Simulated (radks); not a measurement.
Q: The tin ion Sn3+, configuration [Kr] 4d8 5s1 5p2 (not the ground configuration). Method: scalar-relativistic Kohn-Sham, PBE, spin-polarised, spherical densities, point nucleus; open shells are filled with parallel spins first (spin-orbit coupling, left out, can overturn this in heavy ions); computed with a radial shooting solver on a logarithmic mesh with Libxc functionals. Some entries of the table are withheld. Estimate them.

orbital,occ.,eigenvalue (eV),<r^2> (bohr^2),r(max) (bohr)
1s up,1,-29061.46,0.001143,0.01877
1s down,1,-29061.32,0.001143,0.01877
2s up,1,-4428.177,0.01857,0.1061
2s down,1,-4427.539,0.01857,0.1061
2p up,3,-3979.942,0.01466,0.08495
2p down,3,-3979.406,0.01466,0.08495
3s up,1,-892.4710,0.1316,0.3075
3s down,1,-892.0719,0.1315,0.3075
3p up,3,-746.0600,0.1323,0.3009
3p down,3,-745.6077,0.1322,0.3009
3d up,5,-520.8901,0.1173,0.2509
3d down,5,-520.2616,0.1173,0.2510
4s up,1,-179.6052,0.7421,0.7428
4s down,1,-177.3111,0.7403,0.7425
4p up,3,-134.7551,0.8647,(1)
4p down,3,-132.4021,0.8612,(2)
4d up,5,-69.0154,1.245,0.8682
4d down,3,-66.4719,1.229,0.8670
5s up,1,-42.9136,(3),1.811
5s down,0,-39.4017,(4),1.805
5p up,2,-32.4413,5.793,2.056
5p down,0,-28.9464,5.872,2.058

A: 
(1) 4p up r(max) (bohr): 0.7835
(2) 4p down r(max) (bohr): 0.7831
(3) 5s up <r^2> (bohr^2): 4.406
(4) 5s down <r^2> (bohr^2): 4.413
